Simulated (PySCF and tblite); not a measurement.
The numbers below are computed, except where a source is named.
System: C₈H₉N, numbered as in [NH2:1][C:2]1=[CH:3][C@H:4]2[CH:5]=[CH:6][C@H:7]3[C@@H:8]1[C@@H:9]23.

For the Cope rearrangement (breaking C8–C7, making C3–C5): electronic barrier 6.22 kcal/mol, zero-point change -1.08 kcal/mol, thermal and entropy terms at 400 K a further 0.24 kcal/mol (symmetry numbers apart). The minimum is C1, the saddle Cs. The path came from a restrained scan, a climbing-image band and a saddle search at GFN2-xTB; energies are PBE/pcSseg-1 + D3(BJ), IEF-PCM acetone//PBE0-D3(BJ)/def2-SVP, thermal terms GFN2-xTB. Rates follow Eyring's equation with the number of equivalent paths and no tunnelling. Programs: tblite and PySCF.

Question: How many equivalent paths lead out of the minimum?

Answer: 1: the symmetry number of the minimum is 1, that of the saddle displaced along its mode 1.

Question: Work out the rate at 400 K.

Answer: ΔG‡ = 5.38 kcal/mol; k_B T/h = 8.3×10¹² s⁻¹; exp(−ΔG‡/RT) = 0.0011; times 1 gives k = 9.6×10⁹ s⁻¹. Wigner's tunnelling factor for the 429i cm⁻¹ mode would be 1.10.
